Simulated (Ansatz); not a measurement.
Si4O. The state is a singlet with charge 0. Geometry PBE0-D4/def2-SVP, that of the neutral singlet.

```
atom   x (Å)   y (Å)   z (Å)
  O1  -1.613   0.241  -0.784
 Si2   1.607  -0.275  -0.104
 Si3   0.913  -0.090   2.159
 Si4  -0.297   0.009  -1.857
 Si5  -0.610   0.117   0.587
```

The structure comes from a short search, and lower isomers may exist.

Problem. Estimate the orbital energies around the gap (eV) in Ansatz with PBE-D4/def2-TZVP, r2SCAN-D4/def2-TZVP, PBE0-D4/def2-TZVP.

Solution. 
```json
{"orbital": "HOMO−5", "PBE-D4/def2-TZVP": "-9.78", "r2SCAN-D4/def2-TZVP": "-10.18", "PBE0-D4/def2-TZVP": "-11.28"}
{"orbital": "HOMO−4", "PBE-D4/def2-TZVP": "-8.40", "r2SCAN-D4/def2-TZVP": "-8.71", "PBE0-D4/def2-TZVP": "-9.65"}
{"orbital": "HOMO−3", "PBE-D4/def2-TZVP": "-7.72", "r2SCAN-D4/def2-TZVP": "-7.96", "PBE0-D4/def2-TZVP": "-8.80"}
{"orbital": "HOMO−2", "PBE-D4/def2-TZVP": "-6.05", "r2SCAN-D4/def2-TZVP": "-6.30", "PBE0-D4/def2-TZVP": "-6.85"}
{"orbital": "HOMO−1", "PBE-D4/def2-TZVP": "-5.45", "r2SCAN-D4/def2-TZVP": "-5.62", "PBE0-D4/def2-TZVP": "-6.29"}
{"orbital": "HOMO", "PBE-D4/def2-TZVP": "-5.24", "r2SCAN-D4/def2-TZVP": "-5.42", "PBE0-D4/def2-TZVP": "-6.13"}
{"orbital": "LUMO", "PBE-D4/def2-TZVP": "-4.09", "r2SCAN-D4/def2-TZVP": "-4.08", "PBE0-D4/def2-TZVP": "-3.37"}
{"orbital": "LUMO+1", "PBE-D4/def2-TZVP": "-3.18", "r2SCAN-D4/def2-TZVP": "-3.08", "PBE0-D4/def2-TZVP": "-2.40"}
{"orbital": "LUMO+2", "PBE-D4/def2-TZVP": "-2.30", "r2SCAN-D4/def2-TZVP": "-2.21", "PBE0-D4/def2-TZVP": "-1.53"}
{"orbital": "LUMO+3", "PBE-D4/def2-TZVP": "-2.20", "r2SCAN-D4/def2-TZVP": "-2.06", "PBE0-D4/def2-TZVP": "-1.38"}
{"orbital": "LUMO+4", "PBE-D4/def2-TZVP": "-1.76", "r2SCAN-D4/def2-TZVP": "-1.61", "PBE0-D4/def2-TZVP": "-1.09"}
{"orbital": "LUMO+5", "PBE-D4/def2-TZVP": "-0.38", "r2SCAN-D4/def2-TZVP": "-0.02", "PBE0-D4/def2-TZVP": "0.40"}
{"orbital": "β HOMO", "PBE-D4/def2-TZVP": "-5.24", "r2SCAN-D4/def2-TZVP": "-5.42", "PBE0-D4/def2-TZVP": "-6.13"}
{"orbital": "β LUMO", "PBE-D4/def2-TZVP": "-4.09", "r2SCAN-D4/def2-TZVP": "-4.08", "PBE0-D4/def2-TZVP": "-3.37"}
```
